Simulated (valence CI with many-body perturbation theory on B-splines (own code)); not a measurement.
# Forbidden lines of Cs XL

Computed by valence CI with perturbative core correlation (CI+MBPT): six valence electrons over a frozen Dirac-Fock core [Ne], a basis of 9 s, 9 p, 8 d, 6 f, 3 g, 1 h functions for each j, with the one-electron correlation potential Σ1 (screened to all orders), the two-electron term Σ2, the three-electron term Σ3, Breit, model QED; selected single and double excitations, second order for the rest, scaled by the run's own slope (own B-spline code, finite nucleus).

The last digits are not significant, and no measured levels were compared; by estimate large intervals hold to a few tenths of a per cent, small ones and those within an open d or f shell to about a per cent. Among the levels kept, up to 1100 cm⁻¹ of a level comes from second order outside the variational space, and about a tenth of that is noise between levels of different J, which matters for small intervals.

Lines 1 to 24 of 24 in falling wavelength, among levels below 2446500 cm⁻¹, chosen from the decays that carry over 1 % of a level's rate. Wavelengths and rates use the calculated energies. Electric multipoles are in the length gauge with retardation, E1 and E2 with the static RPA response of the core. M1 uses the relativistic operator with retardation. S is in atomic units (e²a₀⁴ for E2 and M2, e²a₀⁶ for E3), for M1 in squared Bohr magnetons. Weak lines are less certain than strong ones. Lines between different terms over intervals too small for the method are left out, as are lines whose strength nearly cancels.

Levels are named by their leading jj configuration (3d3/2^4 stands for four electrons in 3d with j = 3/2), which in mixed levels can hold well under half, so a name can repeat and another be missing. Letters in brackets count levels of one name in rising energy.

```csv
λ vac (nm),Upper,Lower,Type,A (s⁻¹),S (a.u.)
95.04,(3s^2 3p1/2^2 3p3/2^2) J=0,(3s^2 3p1/2^2 3p3/2^2) J=2,E2,6.82e+00,4.72e-03
74.77,(3s^2 3p1/2 3p3/2^2 3d5/2) J=4 [b],(3s^2 3p1/2 3p3/2^2 3d3/2) J=4,M1,1.01e+04,1.41e+00
72.27,(3s^2 3p1/2^2 3p3/2 3d5/2) J=4,(3s^2 3p1/2^2 3p3/2 3d3/2) J=3,M1,3.47e+04,4.37e+00
64.56,(3s^2 3p1/2 3p3/2^2 3d5/2) J=5,(3s^2 3p1/2 3p3/2^2 3d3/2) J=4,M1,4.25e+04,4.66e+00
52.61,(3s^2 3p1/2 3p3/2^2 3d5/2) J=4 [b],(3s^2 3p1/2 3p3/2^2 3d3/2) J=3 [a],M1,3.75e+04,1.82e+00
24.62,(3s^2 3p1/2 3p3/2^2 3d3/2) J=4,(3s^2 3p1/2^2 3p3/2 3d5/2) J=3,M1,5.82e+04,2.90e-01
21.01,(3s^2 3p1/2 3p3/2^2 3d5/2) J=4 [a],(3s^2 3p1/2^2 3p3/2 3d5/2) J=3,M1,9.81e+05,3.04e+00
18.53,(3s^2 3p1/2 3p3/2^2 3d3/2) J=4,(3s^2 3p1/2^2 3p3/2 3d5/2) J=4,M1,6.39e+04,1.36e-01
18.52,(3s^2 3p1/2 3p3/2^2 3d5/2) J=4 [b],(3s^2 3p1/2^2 3p3/2 3d5/2) J=3,M1,3.89e+05,8.25e-01
17.78,(3s^2 3p1/2 3p3/2^3) J=1,(3s^2 3p1/2^2 3p3/2^2) J=0,M1,1.28e+06,8.03e-01
16.41,(3s^2 3p1/2 3p3/2^2 3d5/2) J=4 [a],(3s^2 3p1/2^2 3p3/2 3d5/2) J=4,M1,3.29e+06,4.84e+00
14.98,(3s^2 3p1/2 3p3/2^3) J=1,(3s^2 3p1/2^2 3p3/2^2) J=2,M1,4.77e+06,1.78e+00
14.85,(3s^2 3p1/2 3p3/2^2 3d5/2) J=4 [b],(3s^2 3p1/2^2 3p3/2 3d5/2) J=4,M1,3.91e+05,4.27e-01
14.85,(3s^2 3p1/2 3p3/2^2 3d5/2) J=4 [b],(3s^2 3p1/2^2 3p3/2 3d5/2) J=4,E2,1.15e+04,6.69e-03
14.75,(3s^2 3p1/2 3p3/2^2 3d3/2) J=4,(3s^2 3p1/2^2 3p3/2 3d3/2) J=3,M1,7.11e+05,7.61e-01
14.75,(3s^2 3p1/2 3p3/2^2 3d3/2) J=4,(3s^2 3p1/2^2 3p3/2 3d3/2) J=3,E2,1.57e+04,8.79e-03
14.40,(3s^2 3p1/2 3p3/2^2 3d5/2) J=5,(3s^2 3p1/2^2 3p3/2 3d5/2) J=4,M1,8.82e+05,1.07e+00
14.40,(3s^2 3p1/2 3p3/2^2 3d5/2) J=5,(3s^2 3p1/2^2 3p3/2 3d5/2) J=4,E2,1.60e+04,9.70e-03
14.29,(3s^2 3p1/2 3p3/2^2 3d5/2) J=4 [b],(3s^2 3p1/2^2 3p3/2 3d5/2) J=2,E2,8.88e+03,4.25e-03
13.80,(3s^2 3p1/2 3p3/2^3) J=2,(3s^2 3p1/2^2 3p3/2^2) J=2,M1,3.10e+06,1.51e+00
13.80,(3s^2 3p1/2 3p3/2^3) J=2,(3s^2 3p1/2^2 3p3/2^2) J=2,E2,3.37e+04,7.53e-03
13.37,(3s^2 3p1/2 3p3/2^2 3d5/2) J=4 [a],(3s^2 3p1/2^2 3p3/2 3d3/2) J=3,M1,1.97e+05,1.57e-01
13.05,(3s^2 3p3/2^4) J=0,(3s^2 3p1/2 3p3/2^3) J=1,M1,1.44e+07,1.18e+00
6.837,(3s^2 3p1/2^2 3p3/2 3d5/2) J=4,(3s^2 3p1/2^2 3p3/2^2) J=2,M2,2.80e+03,3.36e-05
```
